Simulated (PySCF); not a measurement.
## Ionisation energy of Tc²⁺ by level of theory

Tc²⁺ [Kr] 4d5 (6S) → Tc³⁺ [Kr] 4d4 (5D), as a difference of total energies. Calculation: PySCF 2.14, in ANO-RCC-VTZP (7s6p4d2f1g, 68 functions); the spin-free X2C one-electron Hamiltonian (Gaussian nucleus). Correlated levels: valence: [Kr] frozen. The calculations carry no spin-orbit coupling.

```json
{"method": "UHF", "ionisation energy (eV)": "28.854", "plus first-order spin-orbit estimate": "28.656", "difference from reference of that sum (eV)": "-0.894"}
{"method": "MP2 (valence)", "ionisation energy (eV)": "29.500", "plus first-order spin-orbit estimate": "29.302", "difference from reference of that sum (eV)": "-0.248"}
{"method": "SCS-MP2 (valence)", "ionisation energy (eV)": "29.069", "plus first-order spin-orbit estimate": "28.871", "difference from reference of that sum (eV)": "-0.679"}
{"method": "CCSD (valence)", "ionisation energy (eV)": "29.538", "plus first-order spin-orbit estimate": "29.340", "difference from reference of that sum (eV)": "-0.210"}
{"method": "CCSD(T) (valence)", "ionisation energy (eV)": "29.551", "plus first-order spin-orbit estimate": "29.354", "difference from reference of that sum (eV)": "-0.196"}
```

Reference: 29.55 eV (semi-empirical (NIST evaluation); NIST Atomic Spectra Database, ionization energies).

A first-order spin-orbit estimate (lowest level to lowest level, LS coupling) adds -0.198 eV.

Errors of the correlated levels include the incompleteness of this basis and the frozen core.
